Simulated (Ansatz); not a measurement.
`Cl[BH][GaH2]` and `BCl` differ in one atom or group.

Ansatz, PBE0-D4/def2-TZVP geometries, multiplicity 1. 

Scalar relativity is left out up to krypton.

```csv
property,`Cl[BH][GaH2]`
LUMO energy (PBE/def2-TZVPP) / eV,-2.98
HOMO energy (PBE0/def2-TZVPP) / eV,-7.38
HOMO energy (PBE/def2-TZVPP) / eV,-6.20
zero-point energy (PBE0-D4/def2-TZVP) / kJ/mol,68.9
LUMO energy (PBE0/def2-TZVPP) / eV,-2.04
size of the dipole moment (PBE/def2-TZVPP) / D,0.43
```

What does the change do to each property? (Best estimate.)

Ansatz gave: 
```csv
property,`BCl`,shift
LUMO energy (PBE/def2-TZVPP) / eV,-2.84,0.14
HOMO energy (PBE0/def2-TZVPP) / eV,-8.65,-1.27
HOMO energy (PBE/def2-TZVPP) / eV,-7.27,-1.07
zero-point energy (PBE0-D4/def2-TZVP) / kJ/mol,55.4,-13.5
LUMO energy (PBE0/def2-TZVPP) / eV,-1.82,0.22
size of the dipole moment (PBE/def2-TZVPP) / D,0.37,-0.06
```

With PBE0 the HOMO falls by 1.27 eV and the LUMO rises by 0.22 eV, so the gap widens by about 1.49 eV. PBE moves the HOMO by -1.07 eV and ωB97M-V by -1.42 eV. The zero-point energy changes by -13.5 kJ/mol with -6 modes. Dipoles are sizes alone; their direction can turn.
